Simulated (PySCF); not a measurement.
Si(Br)2(OH)2 (Br2H2O2Si), SMILES O[Si](Br)(O)Br.

The structure is a stationary point at B3LYP-D3(BJ)/def2-SVP. The structure was generated by enumeration, and PubChem lists no compound with its InChIKey, so it may never have been made. One conformer was computed; it need not be the lowest.

Computed with SMD-ωB97X/def2-SVP run with PySCF.

Solvation free energies are E(SMD) − E(gas) at the gas-phase geometry, for 1 M in both phases. Bromine has the revised SMD18 radius of 2.60 Å. In vacuum the dipole moment is 1.99 D.

| solvent | ΔG(solv) (kcal/mol) | its non-electrostatic (CDS) part | dipole (D) |
|---|---|---|---|
| water | -10.0 | 0.5 | 2.52 |
| methanol | -12.1 | -1.9 | 2.51 |
| toluene | -7.1 | -4.8 | 2.19 |
